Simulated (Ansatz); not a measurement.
`C[SiH](F)F` + `O[SiH3]` → `F[SiH](F)O[SiH3]` + CH₄ at 600 K and 1 bar (ligand exchange at the Si–C bond).

Program: Ansatz. Geometries: PBE0-D4/def2-TZVP. ΔE: electronic, gas phase. CCSD(T)/CBS is the MP2 limit (def2-TZVPP, def2-QZVPP) plus CCSD(T) − MP2 in def2-TZVPP, frozen cores. This one scheme is used for every species. Each species was taken in one conformer, which may not be the lowest.

| species | CCSD(T)/CBS energy (Eh) | H − E (kJ/mol) | S (J/(mol·K)) |
| --- | --- | --- | --- |
| `C[SiH](F)F` | -529.27654 | 182.8 | 377.1 |
| `O[SiH3]` | -366.69042 | 135.7 | 307.9 |
| `F[SiH](F)O[SiH3]` | -855.55648 | 179.9 | 465.0 |
| CH₄ | -40.46206 | 140.4 | 215.7 |

H − E and S are ideal-gas, rigid-rotor, harmonic terms from PBE0-D4/def2-TZVP, for one conformer and one mirror image of each species. 1 Eh = 2625.50 kJ/mol, R = 8.31446 J/(mol·K).

Task: By hand: ΔE, ΔH, ΔS and ΔG.

Result: ΔE = (-855.55648) + (-40.46206) − (-529.27654) − (-366.69042) = -0.05158 Eh = -135.4 kJ/mol. Δ(H − E) = 179.9 + 140.4 − 182.8 − 135.7 = 1.8, so ΔH = -133.6 kJ/mol. ΔS = 465.0 + 215.7 − 377.1 − 307.9 = -4.3 J/(mol·K). ΔG = -133.6 − 600 × (-4.3)/1000 = -131.0 kJ/mol.

Task: By hand: the equilibrium constant, and the temperature at which ΔG would vanish if ΔH and ΔS stayed fixed.

Result: log₁₀ K = −ΔG/(RT ln 10) = 11.4. ΔG = 0 at ΔH/ΔS = 31070 K, far beyond where these terms or the molecules hold.

The number of gas molecules stays the same, so ΔS is small and ΔH decides. A doubt of 5 kJ/mol in ΔE shifts log₁₀ K by 0.4 here. Other conformers and mirror images would add mixing entropy, several J/(mol·K) or more a flexible species. Modes under 60 cm⁻¹, often nearly free rotors, make the harmonic entropy too high. These are equilibria of isolated gas molecules and say nothing of rates. Largest T1 diagnostic: 0.012 (customary marks: 0.02 for closed shells, 0.045 for open ones).
